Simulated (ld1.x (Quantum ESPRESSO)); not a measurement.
## u(r) = r·R(r): atom against pseudo-atom (fluorine)

Columns: radius, all-electron u(r) and pseudo u(r) of the 2s shell (level -47.39 eV) of fluorine in the configuration [He] 2s2 2p4; PBE, scalar-relativistic, TM semilocal scheme, ld1.x (Quantum ESPRESSO) 7.5.

| r (bohr) | all-electron | pseudo |
| --- | --- | --- |
| 0.080 | 0.4654 | -0.0972 |
| 0.160 | 0.3310 | -0.2026 |
| 0.240 | 0.0131 | -0.3247 |
| 0.320 | -0.3166 | -0.4700 |
| 0.400 | -0.5935 | -0.6369 |
| 0.480 | -0.8003 | -0.8050 |
| 0.560 | -0.9385 | -0.9385 |
| 0.640 | -1.0180 | -1.0180 |
| 0.720 | -1.0505 | -1.0505 |
| 0.800 | -1.0479 | -1.0479 |
| 0.880 | -1.0199 | -1.0199 |
| 0.960 | -0.9746 | -0.9746 |
| 1.040 | -0.9183 | -0.9183 |
| 1.120 | -0.8557 | -0.8557 |
| 1.200 | -0.7904 | -0.7904 |
| 1.280 | -0.7247 | -0.7247 |
| 1.360 | -0.6605 | -0.6605 |
| 1.440 | -0.5990 | -0.5990 |
| 1.520 | -0.5409 | -0.5409 |
| 1.600 | -0.4867 | -0.4867 |
| 1.680 | -0.4366 | -0.4366 |
| 1.760 | -0.3906 | -0.3906 |
| 1.840 | -0.3486 | -0.3486 |
| 1.920 | -0.3105 | -0.3105 |
| 2.000 | -0.2761 | -0.2761 |
| 2.080 | -0.2452 | -0.2452 |

(1) How many radial nodes do the two functions have?

(2) At about which radius was the pseudo-wave matched?

(3) Is the pseudo-wave norm-conserving?

## Answers

(1) The all-electron 2s function has n − l − 1 = 1; the pseudo-wave has 0, since the states of the same l below it are removed with the core.

(2) 0.60 bohr, where the columns begin to agree (steps of 0.08 bohr).

(3) Yes: the TM semilocal scheme keeps the norm inside the radius equal to the all-electron one, which fixes the energy derivative of the logarithmic derivative at the level.
